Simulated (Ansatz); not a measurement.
A calculation with Ansatz (development build ahead of 0.2.0).

```yaml
crystal:
  periodic: [false, false, false]
  atoms:
    - { symbol: H, position_ang: [0.48045, 0.0, 0.0] }
    - { symbol: H, position_ang: [-0.24023, 0.41608, 0.0] }
    - { symbol: H, position_ang: [-0.24023, -0.41608, 0.0] }
basis:
  gaussian: { orbitals: def2-TZVP }
total_charge: 1
hamiltonian:
  xc: hf
correlation:
  method: mp2
  frozen_orbitals: { H: 0 }
```

The input is written out in the form of the current development build from the run's settings.

Output:

```
Converged                       : yes
Reference energy                : -1.29743 hartree
Correlation energy              : -0.03024 hartree
Total energy                    : -1.32767 hartree
Spin squared of the determinant : 0.000
```

Caution: bonds are stretched, where a single reference can fail; stretched shape with no unrestricted run beside it, a lower state can exist.
